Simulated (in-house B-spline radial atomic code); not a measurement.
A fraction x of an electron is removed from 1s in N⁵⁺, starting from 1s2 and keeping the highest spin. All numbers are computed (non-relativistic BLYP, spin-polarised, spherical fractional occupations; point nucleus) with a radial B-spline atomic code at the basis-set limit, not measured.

| x | E(x) - E(0) (eV) | 1s down level (eV) |
| --- | --- | --- |
| 0 | 0.0000 | -511.769 |
| 0.12 | 62.0375 | -522.165 |
| 0.21 | 109.3790 | -529.850 |
| 0.28 | 146.6753 | -535.744 |
| 0.44 | 233.4507 | -548.853 |
| 0.5 | 266.5249 | -553.604 |
| 0.51 | 272.0649 | -554.385 |
| 0.65 | 350.4266 | -564.939 |
| 0.86 | 470.5620 | -578.547 |
| 0.97 | 534.4280 | -581.033 |
